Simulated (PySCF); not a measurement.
**`C=C[C@@H]1O[SiH2]O[C@@H]1C`, C$_{5}$H$_{10}$O$_{2}$Si**

Cartesian coordinates in Å; atom numbers follow the order of the lines, from 1:
```xyz
18

C     2.2924    0.2175   -1.1566
C     1.6860    0.0648    0.0047
C     0.4182   -0.7055    0.1996
O     0.0155   -1.3757   -0.9657
Si   -1.6151   -1.4442   -1.0861
O    -1.9381   -0.4735    0.1938
C    -0.7826    0.1848    0.6392
C    -0.7222    1.5827    0.0380
H     3.2103    0.7713   -1.2517
H     1.8873   -0.2236   -2.0510
H     2.0850    0.4904    0.9160
H     0.5841   -1.4604    0.9842
H    -1.9895   -0.8681   -2.3674
H    -2.1562   -2.7550   -0.7713
H    -0.8343    0.2447    1.7324
H     0.0847    2.1602    0.4800
H    -0.5668    1.5081   -1.0358
H    -1.6677    2.0876    0.2212
```

Computed, not measured: PySCF, TDDFT wB97X-D/def2-SVPD circular dichroism and optical rotation, one conformer, gas phase. Geometry: GFN2-xTB.

The molecule is flexible and this is one conformer; a measurement averages over conformers.

Stereocentres: C3 S, C7 R.

Q: What is the specific rotation at 633, 589.3, 546, 436, 405, 365, 355 nm?

A: [α] in deg dm⁻¹ (g/mL)⁻¹:
| λ (nm) | origin-invariant length gauge | modified velocity gauge | length gauge (centre of mass) | isotropic polarisability (au) |
| --- | --- | --- | --- | --- |
| 633 | +74.0 | +66.4 | +74.8 | 87.0 |
| 589.3 | +87.2 | +78.3 | +88.1 | 87.3 |
| 546 | +104.3 | +93.8 | +105.3 | 87.7 |
| 436 | +182.5 | +165.0 | +184.2 | 89.3 |
| 405 | +222.4 | +201.6 | +224.5 | 90.0 |
| 365 | +299.0 | +272.1 | +301.7 | 91.3 |
| 355 | +325.0 | +296.0 | +327.9 | 91.7 |

Q: And for the mirror image at 589.3 nm?

A: -87.2 deg dm⁻¹ (g/mL)⁻¹ (origin-invariant length gauge): the same size and the opposite sign.

Q: What is the molar rotation [Φ] = [α]·M/100 of the geometry above at 589.3 nm?

A: With M = 130.22 g/mol, +113.6 deg cm² dmol⁻¹ (origin-invariant length gauge).

The first excitation lies at 7.28 eV (170 nm) with R = +35.5 × 10⁻⁴⁰ esu² cm² (velocity form).
